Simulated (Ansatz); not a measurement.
Relaxation of CrN(OH)3 (CrNO₃H₃) with RKS B3LYP-D4/def2-SVP.

```sh
$ ansatz run in.yaml --threads 4 --pin off --events-out ev --progress --plain --max-ram 3916MiB
```

```yaml
crystal:
  periodic: [false, false, false]
  atoms:
    - {symbol: Cr, position_ang: [-0.000390, -0.000140, -0.003000]}
    - {symbol: N, position_ang: [0.021390, 0.029490, 1.609200]}
    - {symbol: O, position_ang: [1.607060, 0.409520, -0.475850]}
    - {symbol: H, position_ang: [2.475540, 0.639580, -0.134520]}
    - {symbol: O, position_ang: [-1.174110, 1.180400, -0.452530]}
    - {symbol: H, position_ang: [-1.796640, 1.823280, -0.102440]}
    - {symbol: O, position_ang: [-0.450220, -1.614870, -0.409500]}
    - {symbol: H, position_ang: [-0.682630, -2.467260, -0.031370]}
basis:
  gaussian: {orbitals: def2-SVP}
hamiltonian: {xc: {name: B3LYP}, dispersion: d4}
scf: {omitted_lower_state_checks: [starts]}
output: {orbitals: {seedname: orbitals}}
relax: {f_tol: 0.02, max_steps: 100}
```

Hardware: 4 threads of Arm Neoverse V2 on a shared host. Wall time 12 s.

Positions (Å) and forces (eV/Å) at steps 1, 2, 3, 4, 5, 7 of 7:

```xyz
8
step=1 energy=-36092.7311 eV
Cr    0.000    0.000   -0.003    0.109    0.133    7.230
N     0.021    0.029    1.609   -0.070   -0.096   -5.276
O     1.607    0.410   -0.476   -0.182   -0.067   -1.261
H     2.476    0.640   -0.135   -0.087   -0.013    0.618
O    -1.174    1.180   -0.453    0.099   -0.146   -1.273
H    -1.797    1.823   -0.102    0.071   -0.053    0.621
O    -0.450   -1.615   -0.409    0.026    0.139   -1.273
H    -0.683   -2.467   -0.031    0.034    0.103    0.614
8
step=2 energy=-36093.1563 eV
Cr    0.000    0.001    0.042    0.059    0.073    3.957
N     0.021    0.029    1.590   -0.036   -0.050   -2.718
O     1.589    0.404   -0.494    0.107    0.013   -0.922
H     2.449    0.633   -0.124   -0.170   -0.036    0.512
O    -1.162    1.167   -0.471   -0.102    0.071   -0.928
H    -1.777    1.804   -0.092    0.134   -0.119    0.513
O    -0.446   -1.597   -0.429   -0.047   -0.137   -0.918
H    -0.675   -2.440   -0.022    0.055    0.185    0.504
8
step=3 energy=-36093.4111 eV
Cr    0.001    0.001    0.041   -0.027   -0.033   -1.752
N     0.021    0.028    1.510    0.029    0.041    2.146
O     1.578    0.400   -0.548    0.824    0.212   -0.096
H     2.384    0.617   -0.041   -0.603   -0.157   -0.039
O    -1.155    1.157   -0.526   -0.602    0.609   -0.090
H    -1.729    1.756   -0.010    0.441   -0.449   -0.044
O    -0.443   -1.587   -0.483   -0.227   -0.819   -0.061
H    -0.656   -2.373    0.058    0.165    0.596   -0.064
8
step=4 energy=-36093.5141 eV
Cr    0.000    0.000    0.017   -0.002   -0.002   -0.144
N     0.020    0.030    1.521   -0.005   -0.008   -0.401
O     1.590    0.403   -0.589   -0.095   -0.023    0.107
H     2.328    0.604    0.005   -0.049   -0.011    0.078
O    -1.165    1.166   -0.567    0.070   -0.068    0.106
H    -1.685    1.715    0.036    0.038   -0.036    0.076
O    -0.447   -1.601   -0.523    0.028    0.098    0.103
H    -0.640   -2.315    0.100    0.015    0.051    0.076
8
step=5 energy=-36093.5318 eV
Cr    0.000    0.000   -0.016    0.000    0.000    0.006
N     0.020    0.029    1.485   -0.002   -0.003   -0.154
O     1.596    0.404   -0.592    0.059    0.016    0.046
H     2.311    0.600    0.031   -0.066   -0.017    0.003
O    -1.169    1.170   -0.570   -0.042    0.044    0.047
H    -1.672    1.702    0.063    0.048   -0.048    0.002
O    -0.449   -1.607   -0.526   -0.015   -0.057    0.049
H    -0.635   -2.298    0.126    0.018    0.065    0.001
8
step=7 energy=-36093.5359 eV
Cr   -0.001   -0.001   -0.040    0.000    0.000    0.002
N     0.019    0.028    1.458    0.000    0.000   -0.001
O     1.603    0.406   -0.597    0.001    0.000   -0.002
H     2.295    0.596    0.053    0.002    0.001    0.001
O    -1.174    1.175   -0.575    0.000    0.000   -0.002
H    -1.660    1.691    0.084   -0.001    0.002    0.001
O    -0.451   -1.614   -0.530    0.000   -0.001   -0.002
H    -0.630   -2.281    0.147   -0.001   -0.002    0.001
```

The restricted singlet is unstable towards broken spin symmetry in Hartree–Fock (as tested in another run); at B3LYP-D4/def2-SVP this wasn't settled.
